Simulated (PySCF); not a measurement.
SiH3PHPF2, F2H4P2Si.
Numbering: `[F:1][P:2]([F:3])[PH:4][SiH3:5]` (hydrogens: H6 on P4; H7, H8, H9 on Si5)

Level: CAM-B3LYP/def2-SVPD in PySCF, non-relativistic, on one gas-phase PBE0-D3(BJ)/def2-SVP geometry that isn't relaxed in the solvent. The solvent is an IEF-PCM continuum (cavity from Bondi-type radii × 1.2). Specific hydrogen bonds and non-electrostatic terms are outside this model.

Gas phase at CAM-B3LYP/def2-SVPD: HOMO -8.61 eV, LUMO -0.02 eV, dipole 2.12 D.

What does the continuum do to the energy, the frontier levels and the dipole at CAM-B3LYP/def2-SVPD in dichloromethane and water?

| solvent | ε | E(solvent) − E(gas) (kcal/mol) | polarisation term (kcal/mol) | distortion of the solute (kcal/mol) | HOMO (eV) | LUMO (eV) | dipole (D) |
| --- | --- | --- | --- | --- | --- | --- | --- |
| dichloromethane | 8.93 | -2.57 | -3.00 | 0.43 | -8.44 | 0.20 | 2.77 |
| water | 78.36 | -3.11 | -3.76 | 0.65 | -8.42 | 0.24 | 2.92 |

The polarisation term is half the interaction of the solute with the surface charges that it induces; the rest is the cost of distorting the solute's density. The sum is the electrostatic part of solvation alone. From dichloromethane to water the lowering changes by a factor 1.21, Onsager's factor (ε − 1)/(2ε + 1) by 1.17 and ε itself by 8.8.

Which radius a makes the point-dipole formula ΔE = −[(ε − 1)/(2ε + 1)]·μ²/a³ give the value in water, with the gas-phase dipole?

μ = 0.835 au and |ΔE| = 0.00496 Eh give a = 2.17 Å; the farthest nucleus lies 3.14 Å from the centroid of the nuclei, so such a sphere wouldn't even hold the nuclei. The formula assumes a rigid point dipole at the centre of a sphere.

How does the static polarisability (CAM-B3LYP/def2-SVPD, frozen core, with the continuum's full static response) change?

| medium | isotropic (au) | principal values (au) | ⟨r²⟩ of the electrons (bohr²) |
| --- | --- | --- | --- |
| gas | 83.1 | 66.9, 80.5, 101.9 | 915.5 |
| dichloromethane | 112.7 | 91.2, 111.2, 135.6 | 915.7 |
| water | 119.9 | 98.0, 118.7, 143.0 | 915.8 |

The isotropic value in water is 1.44 times the gas-phase one; no cavity-field correction is applied. ⟨r²⟩ is taken about the centre of nuclear charge.

Conformer computed: `[F:1][P:2]([F:3])[PH:4][SiH3:5]`: F1–P2–P4–Si5 143°.
